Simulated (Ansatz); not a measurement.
`[SiH3][CH2][InH2]` at its PBE0-D4/def2-TZVP geometry, where that method's forces vanish. Total charge 0; spin multiplicity 1. In: def2 effective core potential.

```xyz
10

Si   -0.8467   -0.1063   -1.2256
C     0.1231   -0.7977    0.2033
In    1.0077    0.7374    1.4404
H    -1.4565   -1.1613   -2.0837
H     0.0305    0.7315   -2.0923
H    -1.9482    0.7685   -0.7316
H     0.9253   -1.4348   -0.1796
H    -0.5369   -1.4054    0.8284
H     0.1112    1.3569    2.7787
H     2.5905    1.3113    1.0619
```

**Question.** What forces (eV/Å) does PBE-D4/def2-TZVPP give on these atoms in Ansatz 0.2.0? (An estimate is asked.)

**Answer.** Computed: 
```
Si1 -0.022  0.039 -0.031
C2  -0.003 -0.024 -0.010
In3  0.035  0.054  0.053
H4  -0.064 -0.105 -0.090
H5   0.079  0.080 -0.089
H6  -0.109  0.084  0.041
H7   0.152 -0.113 -0.062
H8  -0.117 -0.109  0.123
H9  -0.075  0.048  0.100
H10  0.124  0.045 -0.036
```
